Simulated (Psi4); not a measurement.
Two rigid molecules brought together: H6B3N3 ··· H3B (SMILES B1NBNBN1 and B). Monomers: optimised at B3LYP-D3(BJ) (def2-TZVP), held rigid. Orientation: lowest of the rigid-body minima from ten starts at GFN2-xTB (searched outside a hard wall at short contacts). R is the distance of the centres of mass, along which the second monomer moves. The shortest distances reach bonding range, where SAPT0 and rigid monomers are unreliable.

- HF/aug-cc-pVDZ, counterpoise-corrected (Psi4)
- SAPT0/jun-cc-pVDZ, frozen core (Psi4)

Interaction energies in kJ/mol:

| R / Å | HF/aug-cc-pVDZ |
|---|---|
| 2.34 | 110.39 |
| 2.61 | 44.25 |
| 2.74 | 27.26 |
| 2.97 | 10.27 |
| 3.14 | 4.09 |
| 3.35 | 0.37 |
| 3.71 | -1.42 |
| 4.00 | -1.35 |
| 4.49 | -0.74 |
| 5.17 | -0.20 |
| 6.21 | 0.00 |
| 7.46 | 0.02 |

Problem. Predict the corresponding SAPT0/jun-cc-pVDZ column.

Solution. 2.34: 27.74; 2.61: -6.80; 2.74: -13.33; 2.97: -16.97; 3.14: -16.33; 3.35: -14.05; 3.71: -9.51; 4.00: -6.52; 4.49: -3.27; 5.17: -1.26; 6.21: -0.33; 7.46: -0.08 (kJ/mol).
